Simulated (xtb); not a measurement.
F2Zn, singlet, from a rough starting geometry (GFN-xTB shapes and energies of metal compounds can be far from the true ones); GFN2-xTB in xtb.

xtb was given this input:
```
$ xtb mol.xyz --gfn 2 --opt vtight --json

# file mol.xyz
3

Zn    -0.01878943     0.05720925     0.03400275
F     -0.28409077     1.23254594    -1.09367482
F      0.20391086    -1.27842746     1.10221795
```

### Question
What does xtb print? Leave out banner, timings and long lists.

### Answer

```
   ID    Z sym.   atoms
    1   30 Zn     1
    2    9 F      2, 3

           -------------------------------------------------
          |                Calculation Setup                |
           -------------------------------------------------

           -------------------------------------------------
          |                 G F N 2 - x T B                 |
           -------------------------------------------------

          ...................................................
          :                      SETUP                      :
          :.................................................:
          :  # basis functions                  12          :
          :  # atomic orbitals                  12          :
          :  # shells                            6          :
          :  # electrons                        16          :
          :  max. iterations                   250          :
          :  Hamiltonian                  GFN2-xTB          :
          :  restarted?                      false          :
          :  GBSA solvation                  false          :
          :  PC potential                    false          :
          :  electronic temp.          300.0000000     K    :
          :  accuracy                    1.0000000          :
          :  -> integral cutoff          0.2500000E+02      :
          :  -> integral neglect         0.1000000E-07      :
          :  -> SCF convergence          0.1000000E-05 Eh   :
          :  -> wf. convergence          0.1000000E-03 e    :
          :  Broyden damping             0.4000000          :
          :  net charge                          0          :
          :  unpaired electrons                  0          :
          ...................................................

 iter      E             dE          RMSdq      gap      omega  full diag
   1    -10.0313490 -0.100313E+02  0.191E+01    4.87       0.0  T
   2    -10.0437878 -0.124388E-01  0.102E+01    4.37       1.0  T
   3    -10.0410424  0.274537E-02  0.128E+00    4.87       1.0  T
   4    -10.0454455 -0.440314E-02  0.543E-01    4.42       1.0  T
   5    -10.0458886 -0.443096E-03  0.298E-01    4.66       1.0  T
   6    -10.0462989 -0.410292E-03  0.111E-01    4.62       1.0  T
   7    -10.0463653 -0.664139E-04  0.148E-02    4.59       3.9  T
   8    -10.0463660 -0.623897E-06  0.142E-03    4.59      40.6  T
   9    -10.0463660 -0.861494E-08  0.163E-04    4.59     354.5  T
  10    -10.0463660 -0.966036E-10  0.365E-05    4.59    1580.0  T

   *** convergence criteria satisfied after 10 iterations ***

         :::::::::::::::::::::::::::::::::::::::::::::::::::::
         ::                     SUMMARY                     ::
         :::::::::::::::::::::::::::::::::::::::::::::::::::::
         :: total energy             -10.039011688305 Eh    ::
         :: gradient norm              0.019651492649 Eh/a0 ::
         :: HOMO-LUMO gap              4.586284360189 eV    ::
         ::.................................................::
         :: SCC energy               -10.046365978995 Eh    ::
         :: -> isotropic ES            0.106235160820 Eh    ::
         :: -> anisotropic ES          0.003815679139 Eh    ::
         :: -> anisotropic XC         -0.006577793550 Eh    ::
         :: -> dispersion             -0.000686128465 Eh    ::
         :: repulsion energy           0.007354290690 Eh    ::
         :: add. restraining           0.000000000000 Eh    ::
         :: total charge              -0.000000000000 e     ::
         :::::::::::::::::::::::::::::::::::::::::::::::::::::

      -----------------------------------------------------------
     |                   =====================                   |
     |                        A N C O P T                        |
     |                   =====================                   |
     |               Approximate Normal Coordinate               |
     |                Rational Function Optimizer                |
      -----------------------------------------------------------
      -----------------------------------------------------------
     |                   =====================                   |
     |                        A N C O P T                        |
     |                   =====================                   |
     |               Approximate Normal Coordinate               |
     |                Rational Function Optimizer                |
      -----------------------------------------------------------

          ...................................................
          :                      SETUP                      :
          :.................................................:
          :   optimization level         verytight          :
          :   max. optcycles                   200          :
          :   ANC micro-cycles                  20          :
          :   degrees of freedom                 3          :
          :.................................................:
          :   RF solver                   davidson          :
          :   write xtbopt.log                true          :
          :   linear?                        false          :
          :   energy convergence         0.1000000E-06 Eh   :
          :   grad. convergence          0.2000000E-03 Eh/α :
          :   maxmium RF displ.          1.0000000          :
          :   Hlow (freq-cutoff)         0.1000000E-01      :
          :   Hmax (freq-cutoff)         5.0000000          :
          :   S6 in model hess.         20.0000000          :
          ...................................................

generating ANC from exact Hessian ...
Using Lindh-Hessian (1995)
 Shifting diagonal of input Hessian by    0.0000000000000000
 Lowest  eigenvalues of input Hessian
    0.000000    0.000000    0.000000    0.000000    0.000000    0.000000
    0.166044    0.584651    1.794915
 Highest eigenvalues
[...]
 * total energy  :   -10.0410480 Eh     change       -0.1476021E-03 Eh
 * total energy  :   -10.0412012 Eh     change       -0.1531994E-03 Eh
 * total energy  :   -10.0413586 Eh     change       -0.1574141E-03 Eh
 * total energy  :   -10.0416098 Eh     change       -0.2512240E-03 Eh
 * total energy  :   -10.0442466 Eh     change       -0.2636805E-02 Eh
 * total energy  :   -10.0446042 Eh     change       -0.3575096E-03 Eh
 * total energy  :   -10.0449392 Eh     change       -0.3350038E-03 Eh
 * total energy  :   -10.0451634 Eh     change       -0.2242623E-03 Eh
 * total energy  :   -10.0453456 Eh     change       -0.1821423E-03 Eh
 * total energy  :   -10.0455315 Eh     change       -0.1858919E-03 Eh
 * total energy  :   -10.0455330 Eh     change       -0.1576891E-05 Eh
 * total energy  :   -10.0455341 Eh     change       -0.1080386E-05 Eh
 * total energy  :   -10.0455341 Eh     change       -0.8793435E-08 Eh
   *** GEOMETRY OPTIMIZATION CONVERGED AFTER 31 ITERATIONS ***
[...]

          ...................................................
          :                      SETUP                      :
          :.................................................:
          :  # basis functions                  12          :
          :  # atomic orbitals                  12          :
          :  # shells                            6          :
          :  # electrons                        16          :
          :  max. iterations                   250          :
          :  Hamiltonian                  GFN2-xTB          :
          :  restarted?                      false          :
          :  GBSA solvation                  false          :
          :  PC potential                    false          :
          :  electronic temp.          300.0000000     K    :
          :  accuracy                    1.0000000          :
          :  -> integral cutoff          0.2500000E+02      :
          :  -> integral neglect         0.1000000E-07      :
          :  -> SCF convergence          0.1000000E-05 Eh   :
          :  -> wf. convergence          0.1000000E-03 e    :
          :  Broyden damping             0.4000000          :
          :  net charge                          0          :
          :  unpaired electrons                  0          :
          ...................................................

 iter      E             dE          RMSdq      gap      omega  full diag
   1    -10.0524767 -0.100525E+02  0.871E-05    3.22       0.0  T
   2    -10.0524767  0.115783E-10  0.101E-04    3.22     570.3  T
   3    -10.0524767 -0.503384E-10  0.755E-06    3.22    7645.0  T

   *** convergence criteria satisfied after 3 iterations ***

         :::::::::::::::::::::::::::::::::::::::::::::::::::::
         ::                     SUMMARY                     ::
         :::::::::::::::::::::::::::::::::::::::::::::::::::::
         :: total energy             -10.045534121019 Eh    ::
         :: gradient norm              0.000081200382 Eh/a0 ::
         :: HOMO-LUMO gap              3.224033890636 eV    ::
         ::.................................................::
         :: SCC energy               -10.052476708437 Eh    ::
         :: -> isotropic ES            0.098633979418 Eh    ::
         :: -> anisotropic ES          0.002379491237 Eh    ::
         :: -> anisotropic XC         -0.004732286654 Eh    ::
         :: -> dispersion             -0.000710178635 Eh    ::
         :: repulsion energy           0.006942587418 Eh    ::
         :: add. restraining           0.000000000000 Eh    ::
         :: total charge              -0.000000000000 e     ::
         :::::::::::::::::::::::::::::::::::::::::::::::::::::

           -------------------------------------------------
          |                Property Printout                |
           -------------------------------------------------

    * Orbital Energies and Occupations

         #    Occupation            Energy/Eh            Energy/eV
      -------------------------------------------------------------
         1        2.0000           -0.8514584             -23.1694
         2        2.0000           -0.8407756             -22.8787
         3        2.0000           -0.5878059             -15.9950
         4        2.0000           -0.5375957             -14.6287
         5        2.0000           -0.5336593             -14.5216
         6        2.0000           -0.5297347             -14.4148
         7        2.0000           -0.5269735             -14.3397
         8        2.0000           -0.5244198             -14.2702 (HOMO)
         9                         -0.4059387             -11.0462 (LUMO)
        10                         -0.1473828              -4.0105
        11                          0.1113052               3.0288
        12                          0.2888701               7.8606
      -------------------------------------------------------------
                  HL-Gap            0.1184811 Eh            3.2240 eV
             Fermi-level           -0.4651793 Eh          -12.6582 eV

     #   Z          covCN         q      C6AA      α(0)
     1  30 Zn       1.351     0.422   119.961    21.396
     2   9 F        0.675    -0.211    11.368     3.980
     3   9 F        0.675    -0.211    11.369     3.980

 Mol. C6AA /au·bohr⁶  :        299.115327
 Mol. C8AA /au·bohr⁸  :      15014.923406
 Mol. α(0) /au        :         29.356409

Wiberg/Mayer (AO) data.
largest (>0.10) Wiberg bond orders for each atom

 ---------------------------------------------------------------------------
     #   Z sym  total        # sym  WBO       # sym  WBO       # sym  WBO
 ---------------------------------------------------------------------------
     1  30 Zn   1.998 --     2 F    0.999     3 F    0.999
     2   9 F    1.230 --     1 Zn   0.999     3 F    0.231
     3   9 F    1.230 --     1 Zn   0.999     2 F    0.231
 ---------------------------------------------------------------------------

Topologies differ in total number of bonds
Writing topology from bond orders to xtbtopo.mol

molecular dipole:
                 x           y           z       tot (Debye)
 q only:        0.238       0.467       0.481
   full:        0.432       0.848       0.873       3.282
molecular quadrupole (traceless):
                xx          xy          yy          xz          yz          zz
 q only:        1.272       0.592      -0.959      -0.338       2.544      -0.313
  q+dip:        1.726       1.004      -1.355      -0.368       4.061      -0.371
   full:        3.004       1.076      -2.185      -0.952       5.064      -0.818

optimized geometry written to: xtbopt.xyz

           -------------------------------------------------
          | TOTAL ENERGY              -10.045534121019 Eh   |
          | GRADIENT NORM               0.000081200382 Eh/α |
          | HOMO-LUMO GAP               3.224033890636 eV   |
           -------------------------------------------------
```
